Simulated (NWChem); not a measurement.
Program: NWChem. System: C2H3AlCl2, charge 0, spin multiplicity 1, at a geometry optimised with B3LYP/def2-SVP. The structure started from a generated list of species. Level: MP2/def2-TZVP, 17 core orbitals frozen.

Part of the output:

```
             Northwest Computational Chemistry Package (NWChem) 7.3.0
             --------------------------------------------------------

                                NWChem Input Module
                                -------------------

 Scaling coordinates for geometry "geometry" by  1.889725989
 (inverse scale =  0.529177249)

 Turning off AUTOSYM since
 SYMMETRY directive was detected!

                             Geometry "geometry" -> ""
                             -------------------------

 Output coordinates in angstroms (scale by  1.889725989 to convert to a.u.)

  No.       Tag          Charge          X              Y              Z
 ---- ---------------- ---------- -------------- -------------- --------------
    1 Al                  13.0000    -0.05386700    -0.14930900     0.00000000
    2 Cl                  17.0000    -1.83112200    -1.27460400     0.00000000
    3 Cl                  17.0000    -0.21382100     1.95110000     0.00000000
    4 C                    6.0000     1.68394800    -0.98575300     0.00000000
    5 C                    6.0000     2.82462000    -0.27309000     0.00000000
    6 H                    1.0000     1.77150600    -2.08120600     0.00000000
    7 H                    1.0000     3.81385000    -0.74872500     0.00000000
    8 H                    1.0000     2.82752100     0.82357000     0.00000000

 Effective nuclear repulsion energy (a.u.)     292.6511770368

            Nuclear Dipole moment (a.u.)
            ----------------------------
        X                 Y               Z
 ---------------- ---------------- ----------------
    -0.0000321253    -0.0000075589     0.0000000000

      Symmetry information
      --------------------

 Group name             Cs
 Group number              2
 Group order               2
 No. of unique centers     8

      Symmetry unique atoms

     1    2    3    4    5    6    7    8


 Summary of "ao basis" -> "" (spherical)
 ------------------------------------------------------------------------------
       Tag                 Description            Shells   Functions and Types
 ---------------- ------------------------------  ------  ---------------------
 *                         def2-tzvp                  on all atoms

 Summary of "ao basis" -> "ao basis" (spherical)
 ------------------------------------------------------------------------------
       Tag                 Description            Shells   Functions and Types
[...]
     2   2 0 0    -36.922868      0.000000    529.873088
     2   1 1 0     -1.040050      0.000000     49.594614
     2   1 0 1      0.000000      0.000000      0.000000
     2   0 2 0    -40.071520      0.000000    373.075234
     2   0 1 1      0.000000      0.000000      0.000000
     2   0 0 2    -36.576634      0.000000      0.000000

                   NWChem MP2 Semi-direct Energy/Gradient Module
                   ---------------------------------------------

  Basis functions       =    191
  Molecular orbitals    =    191
  Frozen core           =     17
  Frozen virtuals       =      0
  Active alpha occupied =     14
  Active beta occupied  =     14
  Active alpha virtual  =    160
  Active beta virtual   =    160
  Use MO symmetry       = T
  Use skeleton AO sym   = T

  AO/Fock/Back tols     =   1.0D-09  1.0D-09  1.0D-09

 GA uses MA = F    GA memory limited = T

 Available:
  local mem=  1.15D+08
 global mem=  1.31D+08
 local disk=  0.00D+00
  mp2_memr nvloc                   160
  nvloc new                   160
   1 passes of  14:        5242880                     186376                 125040909.
   1 passes of  14: M    114678763           G      130999038           F     109435883.
  mp2_memr nvloc                   160
  nvloc new                   160
   2 passes of   7:        5242880                     130398                  62551629.
   2 passes of   7: M    114678763           G      130999038           F     109435883.

 Semi-direct pass number   1 of   2  for RHF alpha+beta  at       59.0s
  vrange nnbf                 16410
  mp2_eaftype                   238  avail_ma_in_mb                   999
 EAF : mp2_eaftype filesize         238   31275815.
  mp2_eaf for mointskh                    238
Node 0 wrote    147.0 Mb in      0.1 s     Agg I/O rate:  1766.6 Mb/s
 Done moints_semi at       88.4s
  mp2_eaftype                   238  avail_ma_in_mb                   761
 EAF : mp2_eaftype filesize         238   31275815.
  mp2_eaf for kh                   238
 Done maket at       89.3s
 Semi-direct pass number   2 of   2  for RHF alpha+beta  at       89.3s
  vrange nnbf                 16410
  mp2_eaftype                   238  avail_ma_in_mb                   761
 EAF : mp2_eaftype filesize         238   31275815.
  mp2_eaf for mointskh                    238
Node 0 wrote    147.0 Mb in      0.1 s     Agg I/O rate:  1690.8 Mb/s
 Done moints_semi at      118.2s
  mp2_eaftype                   238  avail_ma_in_mb                   761
 EAF : mp2_eaftype filesize         238   31275815.
  mp2_eaf for kh                   238
 Done maket at      119.1s
 Done multipass loop at      119.1s

          -------------------------------------------
          SCF energy               -1238.600567222288
          Correlation energy          -0.747764142553
          Singlet pairs               -0.474657532697
          Triplet pairs               -0.273106609856
          Total MP2 energy         -1239.348331364841
          -------------------------------------------

          ---------------------------------------------------
                    Spin Component Scaled (SCS) MP2
          Same spin pairs                     -0.182071073237
          Same spin scaling factor             0.333333333333
          Opposite spin pairs                 -0.565693069316
          Opposite spin scaling fact.          1.200000000000
          SCS-MP2 correlation energy          -0.739522040925
          Total SCS-MP2 energy             -1239.340089263213
          ---------------------------------------------------

 -----------------------
 Performance information
 -----------------------

 Timer overhead =  2.85D-07 seconds/call

               Nr. of calls         CPU time (s)                 Wall time (s)                GFlops
             ---------------    -------------------     ------------------------------   -------------------
Name         Min   Avg   Max    Min     Avg     Max     Min     Avg     Max   Mx/calls   Min     Max     Sum
mp2: moin     2     2     2    58.     58.     58.      58.     58.     58.     29.      0.0     0.0     0.0
mp2: make     2     2     2    1.8     1.8     1.8      1.8     1.8     1.8    0.90      0.0     0.0     0.0
mp2: tota     1     1     1    60.     60.     60.      60.     60.     60.     60.      0.0     0.0     0.0

 The average no. of pstat calls per process was 5.00D+00
 with a timing overhead of 1.43D-06s

 Task  times  cpu:      119.1s     wall:      119.1s

 Total times  cpu:      119.1s     wall:      119.1s
```

Q: Write an NWChem input that would produce this output.

A: This is not unique; one that fits is 
```
start mol
memory heap 200 mb stack 800 mb global 1000 mb
geometry units angstroms nocenter noautoz
  Al    -0.053867    -0.149309     0.000000
  Cl    -1.831122    -1.274604     0.000000
  Cl    -0.213821     1.951100     0.000000
  C      1.683948    -0.985753     0.000000
  C      2.824620    -0.273090     0.000000
  H      1.771506    -2.081206     0.000000
  H      3.813850    -0.748725     0.000000
  H      2.827521     0.823570     0.000000
  symmetry group Cs
end
basis spherical
  * library def2-tzvp
end
scf
  rhf
  nopen 0
  maxiter 100
  thresh 1e-7
  semidirect memsize 60000000 filesize 0
end
mp2
  freeze core 17
end
task mp2 energy
```
